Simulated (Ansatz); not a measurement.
Ge6Te6. Charge 0, multiplicity 1. Geometry PBE-D4/def2-SVP.

```csv
atom,x (Å),y (Å),z (Å)
Ge1,0.993,-1.664,0.327
Ge2,-1.384,-1.185,0.248
Ge3,-2.404,1.851,-0.590
Ge4,1.976,2.986,-1.055
Ge5,-1.920,-2.618,-1.838
Ge6,1.143,0.781,2.696
Te7,2.442,0.634,0.268
Te8,-1.607,0.839,1.920
Te9,1.578,-1.902,2.853
Te10,0.663,-3.449,-1.604
Te11,-1.014,0.027,-2.198
Te12,-0.465,3.698,-1.027
```

In the def2 sets Te takes a core potential, while STO-3G treats all electrons; there is no spin–orbit coupling. Single mean-field runs in def2-TZVP are fitted with def2-universal-jkfit. Another isomer (singlet) lies 0.41 eV lower at PBE0-D4/def2-TZVP; other spin states weren't run for this one.

(1) Estimate the orbital energies around the gap (eV) in Ansatz with HF/STO-3G, PBE-D4/def2-SVP, PBE-D4/def2-TZVP, r2SCAN-D4/def2-TZVP, PBE0-D4/def2-TZVP.

Answers

(1) 
| orbital | HF/STO-3G | PBE-D4/def2-SVP | PBE-D4/def2-TZVP | r2SCAN-D4/def2-TZVP | PBE0-D4/def2-TZVP |
| --- | --- | --- | --- | --- | --- |
| HOMO−13 | -8.49 | -7.49 | -7.44 | -7.77 | -8.45 |
| HOMO−12 | -8.27 | -7.34 | -7.28 | -7.61 | -8.29 |
| HOMO−11 | -7.90 | -7.00 | -6.95 | -7.26 | -7.87 |
| HOMO−10 | -7.64 | -6.79 | -6.76 | -7.06 | -7.70 |
| HOMO−9 | -7.42 | -6.59 | -6.55 | -6.84 | -7.46 |
| HOMO−8 | -7.15 | -6.47 | -6.44 | -6.73 | -7.36 |
| HOMO−7 | -6.86 | -6.40 | -6.38 | -6.67 | -7.29 |
| HOMO−6 | -6.70 | -6.25 | -6.23 | -6.51 | -7.11 |
| HOMO−5 | -6.54 | -6.09 | -6.07 | -6.34 | -6.93 |
| HOMO−4 | -6.23 | -5.97 | -5.94 | -6.21 | -6.80 |
| HOMO−3 | -6.06 | -5.64 | -5.61 | -5.86 | -6.43 |
| HOMO−2 | -5.83 | -5.37 | -5.37 | -5.62 | -6.20 |
| HOMO−1 | -5.74 | -5.28 | -5.29 | -5.53 | -6.13 |
| HOMO | -5.34 | -5.14 | -5.14 | -5.38 | -5.96 |
| LUMO | 2.39 | -4.06 | -4.05 | -4.14 | -3.57 |
| LUMO+1 | 3.27 | -3.45 | -3.44 | -3.47 | -2.90 |
| LUMO+2 | 3.45 | -3.25 | -3.24 | -3.26 | -2.69 |
| LUMO+3 | 4.15 | -2.91 | -2.92 | -2.90 | -2.33 |
| LUMO+4 | 4.76 | -2.84 | -2.84 | -2.82 | -2.26 |
| LUMO+5 | 5.45 | -2.39 | -2.40 | -2.35 | -1.79 |
